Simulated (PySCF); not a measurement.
B(Cl)(Me)2 (C2H6BCl), SMILES B(C)(Cl)C. Coordinates come from a B3LYP-D3(BJ)/def2-SVP optimisation.

Computed equilibrium geometry at B3LYP-D3(BJ)/def2-SVP (PySCF confirms it by a frequency run) as Cartesian coordinates in Å, and its point group:
point group C2.
```xyz
10

B      0.0000     0.0000    -0.3935
Cl     0.0000     0.0000     1.3890
C     -0.0106     1.3781    -1.1361
H      1.0477     1.6411    -1.3346
H     -0.5011     1.3222    -2.1215
H     -0.4399     2.2034    -0.5499
C      0.0106    -1.3781    -1.1361
H      0.5011    -1.3222    -2.1215
H      0.4399    -2.2034    -0.5499
H     -1.0477    -1.6411    -1.3346
```
Charge 0, spin multiplicity 1.
